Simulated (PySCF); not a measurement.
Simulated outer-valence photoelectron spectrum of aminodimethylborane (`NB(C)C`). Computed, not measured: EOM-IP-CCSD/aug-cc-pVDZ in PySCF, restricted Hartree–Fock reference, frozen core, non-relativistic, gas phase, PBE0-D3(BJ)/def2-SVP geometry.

Each root has a Gaussian of 0.6 eV full width with its one-hole share as area; cross sections and vibrations are left out, and the highest printed point is 100.

ionisation energy (eV), intensity and a bar:
```
      9.6          0 
      9.8          3 #
     10.0         14 ####
     10.2         38 ###########
     10.4         64 ###################
     10.6         75 ######################
     10.8         66 ####################
     11.0         40 ############
     11.2         15 #####
     11.4          4 #
     11.6          4 #
     11.8         17 #####
     12.0         39 ############
     12.2         50 ###############
     12.4         35 ###########
     12.6         18 #####
     12.8         29 #########
     13.0         69 #####################
     13.2        100 ##############################
     13.4         80 ########################
     13.6         41 ############
     13.8         36 ###########
     14.0         62 ###################
     14.2         84 #########################
     14.4         76 #######################
     14.6         44 #############
     14.8         16 #####
     15.0          3 #
     15.2          0 
     15.4          0 
     15.6          0 
     15.8          0 
     16.0          0 
     16.2          0 
     16.4          3 #
     16.6         15 ####
     16.8         37 ###########
     17.0         50 ###############
     17.2         36 ###########
     17.4         14 ####
     17.6          3 #
     17.8          0
```

**Question.** Where are the maxima, and how many lines lie under the curve?

**Answer.** 5 maxima, at 10.6, 12.2, 13.2, 14.3 and 17.0 eV, from 8 lines. At this width some lines have no maximum of their own.

**Question.** List the lines with their holes.

**Answer.** 
| E (eV) | leading hole (HF orbital) | area | Koopmans (eV) |
| --- | --- | --- | --- |
| 10.41 | HOMO | 0.94 | 11.42 |
| 10.80 | HOMO-1 | 0.96 | 11.83 |
| 12.18 | HOMO-2 | 0.95 | 13.25 |
| 13.19 | HOMO-3 | 0.96 | 13.98 |
| 13.25 | HOMO-4 | 0.96 | 14.07 |
| 14.10 | HOMO-5 | 0.95 | 14.93 |
| 14.40 | HOMO-6 | 0.95 | 15.42 |
| 17.00 | HOMO-7 | 0.95 | 18.19 |

The widest gap, 2.60 eV, lies between 14.40 and 17.00 eV. Only orbitals with −ε under 21 eV, eight at most, were ionised, so the high end of the curve may lack lines.

The values belong to the conformer `[CH3:1][B:2]([CH3:3])[NH2:4]`: H–N4–B2–C1 180°, H–N4–B2–C1 -1°.
